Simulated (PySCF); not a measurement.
## Stationary points of GeOF

All numbers come from PBE0/[Ge def2-TZVP, O def2-TZVP, F def2-TZVP], no relativity, density fitting, PySCF.

Relaxations began from a few typed shapes; open shells are unrestricted. The search is not exhaustive: other isomers or separated fragments can lie lower, and high-lying points may rest on an excited occupation.

Task: Order these stationary points by electronic energy, lowest first, in kJ/mol from the lowest minimum.
A. doublet C∞v: Ge–F 1.805 Å, Ge–O 1.656 Å; F–Ge–O 180.0°
B. doublet Cs: Ge–F 1.740 Å, Ge–O 1.673 Å; F–Ge–O 116.9°

Result: B (0.0), A (78.6).

Task: Which of them are minima?

Result: By energy in kJ/mol, 0.0: minimum; 78.6: saddle point, 2 imaginary modes.
